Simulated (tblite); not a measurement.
C4H12O3Si, singlet, at a GFN2-xTB geometry; GFN1-xTB run with tblite 0.6.0.

Input for tblite:
```
$ tblite run mol.xyz --method gfn1 --charge 0 --spin 0 --efield 0,0,0.1 --json tblite.json --no-restart

# file mol.xyz
20

C     -2.35120043    -1.27674156    -0.34643132
O     -1.49905331    -0.17147283    -0.46403798
Si     0.00031971     0.00348305     0.13674299
C      0.00478463     0.05212581     2.04643346
O      0.60965432     1.36457226    -0.50809365
C      0.07656315     2.65852392    -0.45234479
O      0.88609113    -1.22913671    -0.44267421
C      2.27194248    -1.41114068    -0.35381704
H     -1.83637703    -2.19297873    -0.63796567
H     -2.70483729    -1.38018781     0.68219784
H     -3.20270831    -1.10950683    -1.00685516
H     -0.72291189     0.76219536     2.43016166
H      0.97631051     0.34314263     2.43686273
H     -0.23624012    -0.91840604     2.47183131
H     -0.96874424     2.65837143    -0.76356558
H      0.65935611     3.28562621    -1.12783560
H      0.14473364     3.05763078     0.56249737
H      2.80022780    -0.51870423    -0.69145256
H      2.53604404    -2.25573748    -0.99107630
H      2.56459478    -1.62851473     0.67620299
```

Write the output that tblite gives for this input, abridged.


```
xTB calculator
 | screened Coulomb repulsion
 | Coulomb electrostatics
 |  * isotropic Klopman-Ohno-Mataga-Nishimoto electrostatics
 |  * onsite third-order electrostatics
 | DFT-D3(BJ) dispersion correction
 | Interactions (1)
 | [1] electric field

halogen bonding energy    0.0000000000000E+00 Eh
repulsion energy          2.8706419258501E-01 Eh
dispersion energy        -7.7421771515295E-03 Eh
interaction energy        0.0000000000000E+00 Eh
number of electrons       5.0000000000000E+01 e
integral cutoff           2.8146159136829E+01 bohr

------------------------------------------------------------
  cycle        total energy    energy error   density error
------------------------------------------------------------
      1     -30.69256301140  -3.0971885E+01   4.0470734E-01
      2     -31.06087885065  -3.6831584E-01   2.1973094E-01
      3     -31.05576311728   5.1157334E-03   9.2644192E-02
      4     -31.05585022562  -8.7108339E-05   3.2198875E-02
      5     -31.07388647268  -1.8036247E-02   5.4521069E-03
      6     -31.07412232574  -2.3585306E-04   3.0786627E-03
      7     -31.07430747231  -1.8514657E-04   2.7044583E-04
      8     -31.07430766093  -1.8862740E-07   7.4671531E-05
      9     -31.07430772586  -6.4925992E-08   2.1181868E-05
     10     -31.07430772880  -2.9425706E-09   1.6012311E-05
------------------------------------------------------------

electronic energy        -3.1353629744236E+01 Eh
total energy             -3.1074307728802E+01 Eh

Post processing:
 | Mayer-Wiberg bond orders

[Info] JSON dump of results written to 'tblite.json'
```
